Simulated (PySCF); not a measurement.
# Relaxation of singlet ZnCl₂

Computed with PBE0 in PySCF with Zn def2-TZVP, Cl def2-TZVP; no relativity; density-fitted integrals. A (50,194) grid was used.

A hand-made bent start, of C2v symmetry, held to at least that symmetry:

Coordinates in bohr (charge 0 multiplicity 1):
```
Zn    0.0000    0.0000   -1.2289
Cl    3.3592    0.0000    1.1233
Cl   -3.3592    0.0000    1.1233
```

Q: What forces act on the atoms at the start (eV/Å)?

A: 
| atom | Fx | Fy | Fz |
| --- | --- | --- | --- |
| Zn1 | 0.00 | 0.00 | 1.87 |
| Cl2 | 0.06 | 0.00 | -0.93 |
| Cl3 | -0.06 | 0.00 | -0.93 |

Q: What does it relax to?

A: It ends at D∞h with Zn–Cl 2.084 Å (×2); Cl–Zn–Cl 180.0°. A frequency run shows a minimum. Other isomers or separated fragments may lie lower.

Q: How much energy is released, and in how many steps?

A: 107.0 kJ/mol in 8 steps.
